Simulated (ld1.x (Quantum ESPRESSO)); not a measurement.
# Logarithmic derivatives: gadolinium, PAW

Gd (Z = 64), PAW, made with ld1.x (Quantum ESPRESSO) 7.5 (PBE, scalar-relativistic). Core [Kr] 4d10, reference 4f6 5s2 5p6 5d2 6s2 6p0. Waves: 5s (bound): rcut 1.70, rcutus 2.05 bohr; 6s (bound): rcut 1.70, rcutus 2.05 bohr; 5p (bound): rcut 2.20, rcutus 2.85 bohr; 6p (bound, empty): rcut 2.20, rcutus 2.85 bohr; 5d (bound): rcut 2.95, rcutus 3.45 bohr; 5d channel at 0.95 Ry: rcut 2.95, rcutus 3.45 bohr; 4f (bound): rcut 0.85, rcutus 1.00 bohr; 4f channel at 0.4 Ry: rcut 0.85, rcutus 1.00 bohr. Local part: all-electron potential smoothed inside 1.45 bohr (lloc = -1). Core correction: Bessel-smoothed model core inside 1.00 bohr. Augmentation charge: BESSEL, radius 0.65 bohr.

The phase is arctan(r·u′/u) with u = r·R(r), unwrapped; energies in Ry, scanned from -6 to 5 Ry. A pole is an energy at which the radial function vanishes at the test radius. The pseudo phase is shifted by a multiple of π to meet the all-electron one at the reference energy, and phase errors are pseudo minus all-electron; the curves can meet again beyond the range given. Levels narrower than the energy grid can be missing from the lists of poles.

Question: For each channel, where are the poles, and over which energies does the pseudopotential scatter like the atom?

Answer:

```json
{"channel": "s", "radius (bohr)": "3.75", "reference energy (Ry)": "-0.32", "poles, all-electron": "-3.90, 0.59, 4.99", "poles, pseudo": "-3.91, 0.59", "unbroken range about the reference energy with phases within 0.05 rad": "-3.9 to 2.3", "phase error 1 Ry above the reference energy (rad)": "+0.000"}
{"channel": "p", "radius (bohr)": "3.75", "reference energy (Ry)": "-0.10", "poles, all-electron": "-2.19, 1.41", "poles, pseudo": "-2.19, -1.53, 1.01, 4.39", "unbroken range about the reference energy with phases within 0.05 rad": "-1.4 to 0.2", "phase error 1 Ry above the reference energy (rad)": "-0.078"}
{"channel": "d", "radius (bohr)": "3.75", "reference energy (Ry)": "-0.26", "poles, all-electron": "-0.05, 2.95", "poles, pseudo": "-0.05, 2.62", "unbroken range about the reference energy with phases within 0.05 rad": "below 2.7", "phase error 1 Ry above the reference energy (rad)": "-0.001"}
{"channel": "f", "radius (bohr)": "3.75", "reference energy (Ry)": "-1.12", "poles, all-electron": "-1.12, 1.94", "poles, pseudo": "-1.12, 1.94", "unbroken range about the reference energy with phases within 0.05 rad": "the whole range", "phase error 1 Ry above the reference energy (rad)": "+0.000"}
```

The ghost test of this file was not conclusive. Its overlap operator is not positive definite in a basis up to 400 Ry (lowest eigenvalue s -0.56, p -0.51), so the file is unfit for use: the generalised eigenproblem breaks down once the basis is large enough, and its test numbers describe a broken file.

Phases in the s channel:

```tsv
E (Ry)	all-electron	pseudo
-6.00	1.456	1.456
-5.74	1.453	1.453
-5.48	1.450	1.450
-5.22	1.447	1.447
-4.96	1.443	1.443
-4.70	1.439	1.439
-4.44	1.434	1.434
-4.18	1.428	1.428
-3.92	-0.864	-1.278
-3.66	-1.721	-1.721
-3.40	-1.729	-1.729
-3.14	-1.738	-1.738
-2.88	-1.747	-1.747
-2.62	-1.759	-1.759
-2.36	-1.773	-1.773
-2.10	-1.790	-1.790
-1.84	-1.813	-1.813
-1.58	-1.845	-1.845
-1.32	-1.892	-1.892
-1.06	-1.972	-1.972
-0.80	-2.138	-2.138
-0.54	-2.632	-2.633
-0.28	-3.861	-3.861
-0.02	-4.414	-4.414
0.24	-4.597	-4.597
0.50	-4.689	-4.689
0.76	-4.750	-4.750
1.02	-4.800	-4.800
1.28	-4.850	-4.849
1.54	-4.909	-4.907
1.80	-4.994	-4.987
2.06	-5.144	-5.127
2.32	-5.515	-5.449
2.58	-6.522	-6.340
2.84	-7.279	-7.188
3.10	-7.533	-7.489
3.36	-7.647	-7.618
3.62	-7.712	-7.689
3.88	-7.755	-7.735
4.14	-7.786	-7.768
4.40	-7.811	-7.792
4.66	-7.832	-7.812
4.92	-7.849	-7.829
```
